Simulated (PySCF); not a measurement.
CrO2F, SMILES [O]=[Cr](=[O])[F] (connectivity only; charge and spin as stated), neutral, multiplicity 2.

Coordinates come from a PBE-D3(BJ)/def2-SVP optimisation. A frequency run showed that this geometry is not a minimum. The multiplicity is an assumed one; other spin states were not compared. The isomer is the one that the SMILES or the coordinates give; other isomers of the formula were not compared.

The numbers are results of PBE-D3(BJ)/def2-SVP (PySCF), not measurements.

Frequencies are harmonic and unscaled.

Computed vibrational spectrum:
```
mode  ν (cm⁻¹)  IR (km/mol)  moving atoms (share of kinetic energy)
----  --------  -----------  --------------------------------------
1         123i         40.6                 Cr 49 %, O 36 %, F 15 %
2          232          5.6                 F 42 %, O 40 %, Cr 18 %
3          361          0.1                  O 80 %, F 11 %, Cr 9 %
4          732         58.1                 F 70 %, Cr 18 %, O 13 %
5         1071         67.5                         O 76 %, Cr 22 %
6         1083        169.0                         O 68 %, Cr 32 %
```
